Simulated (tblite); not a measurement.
C₅H₈Ge.
Bonds: C1–C2 (triple), C2–Ge3, Ge3–C4, C4–C5, C5–C6 (double). Hydrogens: H7 on C1; H8, H9 on Ge3; H10, H11 on C4; H12 on C5; H13, H14 on C6.

Computed with GFN2-xTB (tblite), gas phase: L-BFGS steps from a force-field or distance-geometry start until the largest atomic force falls under 0.01 eV/Å.

Geometry at step 4:
```
atom  x, y, z in Å
C1      3.3662   -0.5514    0.4139
C2      2.4213   -0.0463   -0.1354
Ge3     0.9096    0.7392   -0.9941
C4     -0.4127    1.0399    0.4488
C5     -1.3494   -0.1096    0.4087
C6     -2.6337    0.0857    0.1649
H7      4.2053   -0.9874    0.8794
H8      0.3388   -0.2750   -1.9607
H9      1.2622    2.0411   -1.6771
H10    -0.9450    1.9833    0.3128
H11     0.0932    1.0378    1.4145
H12    -0.9260   -1.0935    0.5644
H13    -3.3721   -0.6858    0.1272
H14    -2.9585    1.1015    0.0105
```

Task: What forces act on the atoms?

Result: 
| atom | Fx (eV/Å) | Fy (eV/Å) | Fz (eV/Å) |
| --- | --- | --- | --- |
| C1 | -0.057 | 0.057 | -0.084 |
| C2 | 0.132 | 0.032 | -0.224 |
| Ge3 | 0.054 | -0.007 | 0.143 |
| C4 | 0.177 | -0.179 | -0.008 |
| C5 | -0.512 | 0.151 | 0.028 |
| C6 | 0.248 | 0.105 | 0.058 |
| H7 | -0.053 | 0.002 | 0.035 |
| H8 | 0.183 | 0.187 | -0.014 |
| H9 | 0.135 | -0.208 | -0.037 |
| H10 | 0.047 | -0.092 | 0.109 |
| H11 | 0.101 | 0.190 | 0.013 |
| H12 | -0.039 | 0.015 | 0.056 |
| H13 | -0.117 | -0.208 | -0.053 |
| H14 | -0.298 | -0.045 | -0.021 |

The largest, 0.53 eV/Å, acts on C5; the rms over all components is 0.146 eV/Å. The forces sum to zero within rounding, as they must for an isolated molecule in no field.

Task: Give the force on C5 in Eh/bohr and in nN.

Result: 0.535 eV/Å ÷ 51.422 = 0.01040 Eh/bohr, and 0.535 eV/Å × 1.602 = 0.86 nN.

Task: How far is this geometry from the end of the optimisation?

Result: 0.138 eV above it, and 0.650 Å rms away after alignment. The bonds farthest from their final lengths, with half the difference of the two atoms' forces along the bond (positive lengthens):

| bond | now (Å) | final (Å) | force along bond (eV/Å) |
| --- | --- | --- | --- |
| Ge3–H8 | 1.513 | 1.502 | -0.04 |
| C2–Ge3 | 1.908 | 1.899 | -0.06 |
| C6–H13 | 1.069 | 1.077 | +0.24 |
| Ge3–C4 | 1.980 | 1.988 | -0.11 |
| Ge3–H9 | 1.512 | 1.506 | -0.04 |
| C4–C5 | 1.483 | 1.486 | +0.09 |

The angle farthest from its final value is C2–Ge3–H9, 111.9° against 107.3°.

The cost below is that of the whole relaxation. Hardware: an Arm Neoverse V1 with one thread, no GPU, on a shared host. Cost: 0.8 s wall.
